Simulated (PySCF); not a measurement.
Si(Me)3(vinyl) (C5H12Si), SMILES C=C[Si](C)(C)C.

Geometry optimised at PBE-D3(BJ)/def2-SVP. A frequency run showed that this geometry is not a minimum. The isomer is the one that the SMILES or the coordinates give; other isomers of the formula were not compared. The values are those of a single conformer.

Method: PySCF with ωB97X/def2-TZVP.

Symmetry labels are those of the subgroup Cs that the program uses (full group Cs).

Computed valence orbital energies around the gap with their symmetry:
```tsv
orbital	symmetry	energy (eV)
HOMO−7	A'	-13.44
HOMO−6	A"	-13.43
HOMO−5	A'	-13.20
HOMO−4	A"	-13.11
HOMO−3	A"	-11.10
HOMO−2	A'	-10.85
HOMO−1	A'	-10.66
HOMO	A"	-9.88
LUMO	A"	1.80
LUMO+1	A'	2.87
LUMO+2	A'	3.60
LUMO+3	A'	4.11
```
